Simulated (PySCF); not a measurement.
InBr2, SMILES [Br][In+][Br], charge +1.

The structure is a stationary point at B3LYP-D3(BJ)/def2-SVP. The spin state was assumed, not searched. The isomer is the one that the SMILES or the coordinates give; other isomers of the formula were not compared. The def2 effective core potentials stand for the cores of In; spin–orbit coupling is left out.

Two levels are set side by side: TDDFT-PBE/def2-SVPD (PySCF) and TDDFT-M06-2X/def2-SVPD (PySCF). Vertical, same geometry. The lowest singlet is HOMO−1→LUMO 100 % with PBE and HOMO−1→LUMO 99 % with the other functional; states are paired by order. Differences are taken from unrounded values.

```csv
quantity,TDDFT-M06-2X,TDDFT-PBE,TDDFT-PBE minus TDDFT-M06-2X
lowest singlet excitation (eV),3.75,3.03,-0.72
lowest triplet excitation (TDA) (eV),3.42,2.64,-0.78
```

A lower first singlet is the usual sign of a functional without exact exchange. Differences between two approximate levels are no errors against the true value.

Rough cost on one machine, each run with all the roots and properties that it gave: TDDFT-M06-2X against TDDFT-PBE about 9 times.
